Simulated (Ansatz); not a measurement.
Frontier orbitals of AsGaH4, SMILES `[GaH2][AsH2]`.

```xyz
6

Ga    0.9391   -0.4185    0.0107
As   -1.0747    0.6640   -0.7604
H     2.1436    0.4582    0.5057
H     1.0632   -1.9796   -0.0977
H    -1.0975    1.6278    0.4154
H    -1.9737   -0.3520   -0.0736
```

Total charge 0; spin multiplicity 1. Correlated methods include outer-core shells of As, Ga, which these sets cover unevenly. Scalar relativity is left out up to krypton. Geometry: relaxed with PBE0-D4/def2-TZVP. Basis def2-TZVPP, the Gaussian-basis code of Ansatz.

Task: Compute the vertical ionisation energy as the energy of the cation minus that of the neutral molecule, at each level. (An estimate is asked.)

Result: The calculation gave: 
```tsv
level	IE (eV)	difference from CCSD(T)/def2-TZVPP
PBE-D4/def2-TZVPP	9.17	-0.12
r2SCAN-D4/def2-TZVPP	9.22	-0.07
PBE0-D4/def2-TZVPP	9.24	-0.05
B3LYP-D4/def2-TZVPP	9.30	0.01
ωB97X-V/def2-TZVPP	9.30	0.01
ωB97M-V/def2-TZVPP	9.25	-0.04
B2PLYP/def2-TZVPP	9.24	-0.04
HF/def2-TZVPP	8.32	-0.97
MP2/def2-TZVPP	9.33	0.04
CCSD/def2-TZVPP	9.23	-0.06
CCSD(T)/def2-TZVPP	9.29	0.00
HF/def2-QZVPP	8.29	-1.00
MP2/def2-QZVPP	9.41	0.13
```

B3LYP here is the variant with VWN-RPA as its local correlation; programs differ in this.
